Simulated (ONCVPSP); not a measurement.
**Pseudopotential generation for Co: ONCV, LDA (Perdew-Zunger), scalar-relativistic.**

Input for ONCVPSP 4.0.1:

```
# ATOM AND REFERENCE CONFIGURATION
# atsym  z   nc   nv     iexc    psfile
  Co 27.00    5    2        3      upf
#
#   n    l    f
    1    0    2.00
    2    0    2.00
    2    1    6.00
    3    0    2.00
    3    1    6.00
    3    2    7.00
    4    0    2.00
#
# PSEUDOPOTENTIAL AND OPTIMIZATION
# lmax
    2
#
#   l,   rc,      ep,       ncon, nbas, qcut
    0    2.10    0.00    3    6    2.90
    1    1.60    0.47    4    8    5.60
    2    0.80    0.00    5   10   11.10
#
# LOCAL POTENTIAL
# lloc, lpopt,  rc(5),   dvloc0
    4    3    0.50    3.00
#
# VANDERBILT-KLEINMAN-BYLANDER PROJECTORs
# l, nproj, debl
    0    2    0.30
    1    3    2.80
    2    2    1.10
#
# MODEL CORE CHARGE
# icmod, fcfact, rcfact
    3    3.25    1.00
#
# LOG DERIVATIVE ANALYSIS
# epsh1, epsh2, depsh
   -2.00    5.00    0.02
#
# OUTPUT GRID
# rlmax, drl
    6.00    0.01
#
# TEST CONFIGURATIONS
# ncnf
    4
# nvcnf
#   n    l    f
    2
    3    2    7.00
    4    0    1.00
#
    2
    3    2    7.00
    4    0    0.00
#
    2
    3    2    6.00
    4    0    0.00
#
    2
    3    2    8.00
    4    0    1.00
#
```

Command:

```bash
oncvpsp.x < Co.dat > Co.out
```

The program printed (shortened: citation, most of the input echo, consistency checks and plot data are left out):

```
ONCVPSP  (Optimized Norm-Conservinng Vanderbilt PSeudopotential)
scalar-relativistic version 4.0.1

#   n    l    f        energy (Ha)
    1    0    2.00    -2.7844048E+02
    2    0    2.00    -3.2967635E+01
    2    1    6.00    -2.8276991E+01
    3    0    2.00    -3.7436478E+00
    3    1    6.00    -2.4075336E+00
    3    2    7.00    -3.1085962E-01
    4    0    2.00    -2.0874681E-01

Reference configufation results
  iterations    30
  all-electron total energy (Ha)   -1.39077379D+03

Begin loop to  construct optimized pseudo wave functions
and semi-local pseudopoentials for all angular momenta

   Wellstate for l =  0  n =  5
     eigenvalue =   0.0913
     asymptotic potential =   0.5913
     half-point radius = 11.7611

Calculating optimized projector #   1

 for l=   0

    Fraction of norm inside rc  0.265547
    Optimizing pswf for qcut=   2.91 a_B^-1,  ecut=   4.22 Ha
    Residual kinetic energy error=  1.32D-03 Ha

    Energy error per electron        Cutoff
         Ha          eV             Ha
         0.01000     0.27211        2.57
         0.00100     0.02721        4.48
         0.00010     0.00272       17.67
         0.00001     0.00027       30.08

Calculating optimized projector #   2

 for l=   0

    Fraction of norm inside rc  0.079367
    Optimizing pswf for qcut=   2.91 a_B^-1,  ecut=   4.22 Ha
    Residual kinetic energy error=  6.13D-04 Ha

    Energy error per electron        Cutoff
         Ha          eV             Ha
         0.01000     0.27211        1.94
         0.00100     0.02721        3.84
         0.00010     0.00272        9.55
         0.00001     0.00027       30.12

   Wellstate for l =  1  n =  5
     eigenvalue =   0.4700
     asymptotic potential =   0.9700
     half-point radius =  6.3998

   Wellstate for l =  1  n =  6
     eigenvalue =   3.2700
     asymptotic potential =   3.7700
     half-point radius =  3.4617

   Wellstate for l =  1  n =  7
     eigenvalue =   6.0700
     asymptotic potential =   6.5700
     half-point radius =  3.2958

Calculating optimized projector #   1

 for l=   1

    Fraction of norm inside rc  0.052949
    Optimizing pswf for qcut=   5.60 a_B^-1,  ecut=  15.68 Ha
    Residual kinetic energy error=  1.95D-03 Ha

    Energy error per electron        Cutoff
         Ha          eV             Ha
         0.01000     0.27211       10.15
         0.00100     0.02721       26.73
         0.00010     0.00272       76.12
         0.00001     0.00027      102.46

Calculating optimized projector #   2

 for l=   1

    Fraction of norm inside rc  0.114687
    Optimizing pswf for qcut=   5.60 a_B^-1,  ecut=  15.68 Ha
    Residual kinetic energy error=  1.40D-02 Ha

    Energy error per electron        Cutoff
         Ha          eV             Ha
         0.01000     0.27211       17.32
         0.00100     0.02721       88.74
         0.00010     0.00272      107.62
         0.00001     0.00027      142.14

Calculating optimized projector #   3

 for l=   1

    Fraction of norm inside rc  0.079071
    Optimizing pswf for qcut=   5.60 a_B^-1,  ecut=  15.68 Ha
    Residual kinetic energy error=  6.07D-02 Ha

    Energy error per electron        Cutoff
         Ha          eV             Ha
         0.01000     0.27211       21.63
         0.00100     0.02721       84.73
         0.00010     0.00272      135.13
         0.00001     0.00027      173.29

   Wellstate for l =  2  n =  4
     eigenvalue =   0.7891
     asymptotic potential =   1.2891
     half-point radius =  3.4870

Calculating optimized projector #   1

 for l=   2

    Fraction of norm inside rc  0.408363
    Optimizing pswf for qcut=  11.10 a_B^-1,  ecut=  61.65 Ha
    Residual kinetic energy error=  8.51D-02 Ha

    Energy error per electron        Cutoff
         Ha          eV             Ha
         0.01000     0.27211      307.37
         0.00100     0.02721      560.73
         0.00010     0.00272      619.69
         0.00001     0.00027      736.52

Calculating optimized projector #   2

 for l=   2

    Fraction of norm inside rc  0.072497
    Optimizing pswf for qcut=  11.10 a_B^-1,  ecut=  61.65 Ha
    Residual kinetic energy error=  1.88D-02 Ha

    Energy error per electron        Cutoff
         Ha          eV             Ha
         0.01000     0.27211       68.01
         0.00100     0.02721      317.64
         0.00010     0.00272      702.23
         0.00001     0.00027      769.39

Construct Vanderbilt / Kleinmman-Bylander projectors

B matrix Hermiticity error, ll=   0
   1   2    6.1667E-06

  Orthonormal projector coefficients  1.0621E+01  1.0336E+00

B matrix Hermiticity error, ll=   1
   1   2    9.4223E-05
   1   3   -1.7775E-04
   2   3    1.6393E-04

  Orthonormal projector coefficients  3.0297E+01 -1.2580E+01  4.2521E+00

B matrix Hermiticity error, ll=   2
   1   2    1.2026E-04

  Orthonormal projector coefficients -3.5685E+02 -1.3536E+01

Model core correction analysis
  based on d2Exc/dn_idn_j

d2excae - all-electron derivatives

   -2.542218D-02   -7.100723D-03
   -7.099251D-03   -2.904824D-02

d2excps - pseudofunction derivatives with no core correction

   -4.901237D-02   -8.357180D-03
   -8.355717D-03   -2.991398D-02

rms 2nd derivative error    1.183643E-02

rmatch, rhocmatch    1.1505    3.1326

Teter function model core charge with specified parameters

d2excps - pseudofunction derivatives with core correction

   -4.367030D-02   -8.199840D-03
   -8.198359D-03   -2.989489D-02

rms 2nd derivative error    9.166884E-03

Pseudoatom total energy  -28.995833

Diagnostic tests using Vanderbilt-Kleinman-Bylander pseudopotentials
  1 or more projectors used as specified by nproj input data

   l    rcore       rmatch      e in        delta e   norm test  slope test

   0   2.1051193   2.1690353  -0.2087468   0.0000160   1.0000327   0.9993834
   0   2.1051193   2.1690353   0.0912532   0.0000868   1.0000271   1.0000271

   1   1.6083020   1.6571335   0.4700000   0.0000152   1.0002098   1.0002098
run_diag: lschvkbbe ERROR   2   2   1  60  3.26999999E+00  2.89299999E+00
   1   1.6083020   1.6571335   3.2700000  -0.3770000   0.0213607   0.0308071
run_diag: lschvkbbe ERROR   3   3   1  60  6.07000000E+00  5.41300000E+00
   1   1.6083020   1.6571335   6.0700000  -0.6570000   0.7285796   0.2157781

   2   0.8035295   0.8279264  -0.3108596   0.0000410   1.0001382   1.0000970
   2   0.8035295   0.8279264   0.7891404   0.0000111   1.0003515   1.0003515

 Testing for bound ghosts
   n   l    E NL Schr. Eq   E Basis Diag.   E Cutoff

       0                      -13.240835     28.10  WARNING - GHOST(-)
   1   0       -0.208731       -0.200411     28.10

       1                       -2.355846    151.36  WARNING - GHOST(-)
   2   1       -0.051103        0.072816    151.36

   3   2       -0.310819       -0.234891    857.00

 Testing for highly-localized positive-energy ghosts
       l    <radius>/rc     E Basis Diag.   E Cutoff

       0        0.961344        3.167293     28.10  WARNING - GHOST(+)

       1        0.590938       34.969977    151.36  WARNING - GHOST(+)

       2        0.845449      134.267655    857.00  WARNING - GHOST(+)

       2        0.582278      247.095810    857.00  WARNING - GHOST(+)

       2        0.967658      381.276547    857.00  WARNING - GHOST(+)

Test configuration 0

   n   l     f        eae           eps        diff
   1   0  2.0000 -278.44047602
   2   0  2.0000  -32.96763507
   2   1  6.0000  -28.27699050
   3   0  2.0000   -3.74364776
   3   1  6.0000   -2.40753362
   3   2  7.0000   -0.31085962   -0.31081857    4.10D-05
   4   0  2.0000   -0.20874681   -0.20873078    1.60D-05

    Total energies and differences
      AE_ref= -1.39077379D+03  AE_tst= -1.39077379D+03  dif=  0.00D+00
      PS_ref= -2.89958329D+01  PS_tst= -2.89958329D+01  dif=  3.91D-14
      PSP excitation error= -3.91D-14

Test configuration 1

   n   l     f        eae           eps        diff
   1   0  2.0000 -278.76958175
   2   0  2.0000  -33.28968546
   2   1  6.0000  -28.59965409
   3   0  2.0000   -4.07073877
   3   1  6.0000   -2.73499410
   3   2  7.0000   -0.63522132   -0.63296252    2.26D-03
   4   0  1.0000   -0.48068046   -0.48077138   -9.09D-05

    Total energies and differences
      AE_ref= -1.39077379D+03  AE_tst= -1.39043218D+03  dif=  3.42D-01
      PS_ref= -2.89958329D+01  PS_tst= -2.86541445D+01  dif=  3.42D-01
      PSP excitation error= -7.97D-05

Test configuration 2

   n   l     f        eae           eps        diff
   1   0  2.0000 -279.15150737
   2   0  2.0000  -33.66063811
   2   1  6.0000  -28.97155651
   3   0  2.0000   -4.44783560
   3   1  6.0000   -3.11230055
   3   2  7.0000   -1.00664548   -1.00026309    6.38D-03

    Total energies and differences
      AE_ref= -1.39077379D+03  AE_tst= -1.38980433D+03  dif=  9.69D-01
      PS_ref= -2.89958329D+01  PS_tst= -2.80262701D+01  dif=  9.70D-01
      PSP excitation error= -1.01D-04

Test configuration 3

   n   l     f        eae           eps        diff
   1   0  2.0000 -279.88341939
   2   0  2.0000  -34.41426454
   2   1  6.0000  -29.72306615
   3   0  2.0000   -5.15449034
   3   1  6.0000   -3.81059141
   3   2  6.0000   -1.67118293   -1.67564540   -4.46D-03

    Total energies and differences
      AE_ref= -1.39077379D+03  AE_tst= -1.38847443D+03  dif=  2.30D+00
      PS_ref= -2.89958329D+01  PS_tst= -2.66985775D+01  dif=  2.30D+00
      PSP excitation error=  2.11D-03

Test configuration 4

   n   l     f        eae           eps        diff
   1   0  2.0000 -278.26699679
   2   0  2.0000  -32.77277994
   2   1  6.0000  -28.08431234
   3   0  2.0000   -3.56829225
   3   1  6.0000   -2.23688777
   3   2  8.0000   -0.16536198   -0.16250755    2.85D-03
   4   0  1.0000   -0.16934149   -0.17151368   -2.17D-03

    Total energies and differences
      AE_ref= -1.39077379D+03  AE_tst= -1.39081934D+03  dif= -4.55D-02
      PS_ref= -2.89958329D+01  PS_tst= -2.90381010D+01  dif= -4.23D-02
      PSP excitation error= -3.28D-03
```

Note: ghosts flagged at negative energy: s at -360.3 eV, p at -64.1 eV; GHOST(+) flagged for s at 86.2 eV. A true bound ghost makes a file unfit for plane-wave use.

The run took about 3.2 s on one core of a shared server CPU.
